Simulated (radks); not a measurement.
All-electron atom: Ca4+ in [Ne] 3s2 3p4.

Method: scalar-relativistic Kohn-Sham, PBE, spin-polarised, spherical densities, point nucleus; open shells are filled with parallel spins first; computed with a radial shooting solver on a logarithmic mesh with Libxc functionals.

Energy parts (hartree):
total: -675.31841
kinetic: 680.03927
electron-nucleus: -1571.81854
Hartree: 250.89534
exchange-correlation: -34.43447

Orbitals (lengths in bohr, moments of r in powers of bohr; r(max) is where P^2 peaks):
1s up: occ. 1; eigenvalue (hartree) -147.3482; <r> 0.07684; r(max) 0.05028
1s down: occ. 1; eigenvalue (hartree) -147.3238; <r> 0.07683; r(max) 0.05028
2s up: occ. 1; eigenvalue (hartree) -17.35367; <r> 0.3637; r(max) 0.2996
2s down: occ. 1; eigenvalue (hartree) -17.33303; <r> 0.3636; r(max) 0.2997
2p up: occ. 3; eigenvalue (hartree) -14.44205; <r> 0.3269; r(max) 0.2462
2p down: occ. 3; eigenvalue (hartree) -14.41196; <r> 0.3269; r(max) 0.2464
3s up: occ. 1; eigenvalue (hartree) -3.63703; <r> 1.094; r(max) 0.9689
3s down: occ. 1; eigenvalue (hartree) -3.51444; <r> 1.099; r(max) 0.9694
3p up: occ. 3; eigenvalue (hartree) -2.89497; <r> 1.156; r(max) 1.004
3p down: occ. 1; eigenvalue (hartree) -2.77742; <r> 1.166; r(max) 1.006
3d up: occ. 0; eigenvalue (hartree) -1.79272; <r> 1.287; r(max) 1.023
3d down: occ. 0; eigenvalue (hartree) -1.69240; <r> 1.313; r(max) 1.028
4s up: occ. 0; eigenvalue (hartree) -1.27605; <r> 2.558; r(max) 2.413
4s down: occ. 0; eigenvalue (hartree) -1.24075; <r> 2.595; r(max) 2.441

The highest occupied level is 3p down at -75.577 eV. Spin moment in Bohr magnetons: 2. For comparison, the ionisation energy in NIST's Atomic Spectra Database is 84.3 eV (semi-empirical). In exact Kohn-Sham theory the highest level is minus the ionisation energy, but local and semilocal functionals leave it too shallow, through self-interaction and a potential that decays too fast; potentials with the right tail come closer. Summed over all electrons, <r^2> = 10.10 bohr^2, which gives a Langevin (diamagnetic) susceptibility term of -8 x 10^-6 cm^3/mol. The density falls to 0.001 e/bohr^3 at r = 2.65 bohr.

Run on one thread of a shared host, so times are rough (Arm Neoverse N1): 0.17 s of CPU time, 0.17 s wall, 13 iterations on 2476 mesh points.
